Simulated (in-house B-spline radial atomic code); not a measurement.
Settings and results of a run for Nb6+. Computed with a radial B-spline atomic code at the basis-set limit: scalar-relativistic (X2C) TPSSh, spin-polarised, spherical fractional occupations, Fermi nucleus of rms radius 4.324 fm.

Command:
```bash
python run_scf.py task.json out
```
Settings (nuclear radius in fm, mass in u):
```
Z                41
configuration    [Ar] 3d10 4s2 4p5
hamiltonian      x2c
method           tpssh
spin_polarised   True
nucleus          fermi
rms_radius       4.324
atomic_mass      92.90637
speed_of_light   137.035999084
```

Output (hartree, bohr):
```
 radial grid: 67 intervals, B-splines of order 8, outer radius 15.5224 bohr

 iter        energy (Eh)    residual
    1       -3810.493434    6.43e-02
    2       -3810.496683    1.50e-03
    3       -3810.496704    4.58e-04
    4       -3810.496704    2.32e-04
    5       -3810.496704    2.86e-05
    6       -3810.496704    1.43e-05
    7       -3810.496704    2.49e-07

 total energy                     -3810.49670
 kinetic                            3944.6891
 electron-nucleus                  -9092.5277
 Hartree                            1454.3450
 exact exchange                      -11.5053
 exchange-correlation               -105.4978

 orbital      occ     eigenvalue          <r>       <r^2>       <1/r>       r_max
 1s up      1.000      -695.3141    0.0355944  0.00172008     43.7418     0.02292
 1s down    1.000      -695.3066    0.0355942  0.00172005      43.742     0.02292
 2s up      1.000      -100.3376     0.157499    0.029309     9.77617       0.133
 2s down    1.000      -100.3343     0.157496   0.0293074     9.77611       0.133
 2p up      3.000       -89.8750     0.137499   0.0231216     9.29962      0.1062
 2p down    3.000       -89.8682     0.137501   0.0231221     9.29934      0.1062
 3s up      1.000       -19.5384      0.44183    0.223792     3.30734      0.3948
 3s down    1.000       -19.5302     0.441839    0.223768     3.30661      0.3949
 3p up      3.000       -16.0931      0.44452    0.230102     3.10589      0.3887
 3p down    3.000       -16.0830     0.444519    0.230056     3.10533      0.3888
 3d up      5.000       -10.4731     0.431648    0.224387     2.85997      0.3344
 3d down    5.000       -10.4634     0.431373    0.223996     2.86088      0.3345
 4s up      1.000        -5.1552      1.10643     1.37647     1.23402       1.012
 4s down    1.000        -5.0871      1.10696     1.37876     1.23478       1.011
 4p up      3.000        -4.1776      1.19795      1.6229     1.11755       1.083
 4p down    2.000        -4.0986      1.20163     1.63425     1.11483       1.085
```


Caution: exact exchange at fractional occupations of open shells leaves self-interaction of up to several eV.

One-electron X2C: radii and densities carry no picture-change correction, so inner-shell <1/r> comes out high (for 1s by about 2 % at Z = 33, 5 % at 54, 10 % at 75, 30 % at 118) and <r> low.
